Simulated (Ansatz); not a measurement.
A CCSD(T) single point on AlBFH₃OS (`[OH][AlH][S]BF`).

```yaml
crystal:
  periodic: [false, false, false]
  atoms:
    - {symbol: O, position_ang: [-0.584068, 1.982852, 0.426894]}
    - {symbol: Al, position_ang: [0.533238, 0.838638, -0.117373]}
    - {symbol: S, position_ang: [0.881894, -1.008201, 1.172492]}
    - {symbol: B, position_ang: [-0.121410, -1.624574, -0.119442]}
    - {symbol: F, position_ang: [-0.509728, -0.638921, -1.050964]}
    - {symbol: H, position_ang: [-1.200855, 1.848459, 1.143173]}
    - {symbol: H, position_ang: [1.619122, 1.261143, -1.164659]}
    - {symbol: H, position_ang: [-0.525993, -2.716494, -0.345822]}
basis:
  gaussian: {orbitals: def2-SVP}
correlation: {method: ccsd_t}
```

```sh
$ ansatz run in.yaml --threads 2 --pin off --events-out ev --progress --plain --max-ram 4352MiB
```

Output of Ansatz, abridged:

```
Functional definition: HF
871 factors; integrals over basis functions are off by at most 1.1e-3 eV
mean field evaluation 1: about -22853.9606 eV, gradient 4.1e1 eV
mean field evaluation 2: about -22854.0224 eV, gradient 4.1e1 eV
mean field evaluation 4: about -22857.5933 eV, gradient 2.8e0 eV
mean field evaluation 8: about -22857.6352 eV, gradient 2.0e-1 eV
mean field -22857.63545456 eV, -840.0026094935 hartree, gradient 1.5e-6 eV, S^2 0.000000; 0 other end points of the search recorded, 0 dependent functions left out
13 core orbitals not correlated: weight in the atoms' cores, before any rotation towards them, 1.000 or more for the frozen orbitals, at most 0.000 for the correlated occupied ones
reference -22857.63545456 eV, -840.0026094935 hartree; 14, 14 occupied and 66, 66 virtual orbitals, 871 factors
second order -17.65906591 eV of doubles, -0.00000000 eV of singles
cycle   1  -18.04274514 eV  change   -3.8e-1 eV  update   1.0e-1
cycle   2  -18.48405130 eV  change   -4.4e-1 eV  update   3.1e-2
cycle   3  -18.60351936 eV  change   -1.2e-1 eV  update   1.8e-2
cycle   4  -18.59614847 eV  change    7.4e-3 eV  update   5.0e-3
cycle   5  -18.59246644 eV  change    3.7e-3 eV  update   2.0e-3
cycle   6  -18.59301292 eV  change   -5.5e-4 eV  update   7.3e-4
cycle   7  -18.59279094 eV  change    2.2e-4 eV  update   2.5e-4
cycle   8  -18.59270600 eV  change    8.5e-5 eV  update   1.1e-4
cycle   9  -18.59274478 eV  change   -3.9e-5 eV  update   4.6e-5
cycle  10  -18.59276064 eV  change   -1.6e-5 eV  update   1.5e-5
perturbative correction -0.45991757 eV, -0.0169016590 hartree
Total energy: -22876.68813277 eV, -840.7027825033 hartree
```

Run time 4.8 s (2 threads of an Arm Neoverse V1 on a shared host); peak host memory 0.43 GiB.

Correlation energy per correlated electron: -0.680 eV. T1 diagnostic: 0.0150.
